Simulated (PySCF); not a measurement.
Electric field gradients and quadrupole coupling constants

Species: C₈H₅Cl.
Structure used (GFN2-xTB), in Å, numbered top down from 1:
```xyz
14
C8H5Cl angstrom
C      3.026   -1.895    0.207
C      2.307   -0.996    0.565
C      1.458    0.013    0.940
C      1.151    1.069    1.708
Cl     1.614    2.102    2.942
C      0.164    0.702    0.742
C     -0.992    0.818    0.109
C     -1.395   -0.070   -0.955
C     -2.550    0.027   -1.606
H      3.664   -2.673   -0.090
H     -1.676    1.608    0.391
H     -0.687   -0.848   -1.210
H     -3.268    0.794   -1.370
H     -2.817   -0.653   -2.396
```

Field gradients from the PBE0/pcSseg-1 density (PySCF, non-relativistic), principal values in atomic units, ordered |Vxx| ≤ |Vyy| ≤ |Vzz|:

| atom | Vxx | Vyy | Vzz |
| --- | --- | --- | --- |
| Cl5 | -1.6207 | -2.4318 | 4.0526 |

Q: Find the asymmetry η = (Vxx − Vyy)/Vzz and the couplings χ = eQV/h (234.96 MHz × Q in barn × V in au), with Q(35Cl) = −0.0817 b.

A: 
| atom | environment | nucleus | η | χzz (MHz) | χxx (MHz) | χyy (MHz) |
| --- | --- | --- | --- | --- | --- | --- |
| Cl5 | vinyl chlorine | 35Cl | 0.20 | -77.80 | 31.11 | 46.68 |

The tensor is traceless: Vxx + Vyy + Vzz = 0.

Q: What is Vzz at Cl5 in SI units (1 au = 9.71736 × 10²¹ V/m²)?

A: 4.0526 au = 39.380 × 10²¹ V/m².

Were the hydrogens deuterons (Q(2H) = 0.00286 b), χzz would run from 217 kHz (H12) to 265 kHz (H10).

One conformer (not necessarily the lowest) at the GFN2-xTB geometry, without solvent, vibrations or thermal averaging. GFN2-xTB bond lengths can be off by several hundredths of an ångström, more for odd bonds, and the gradients follow them. The small basis limits the accuracy of the gradients.
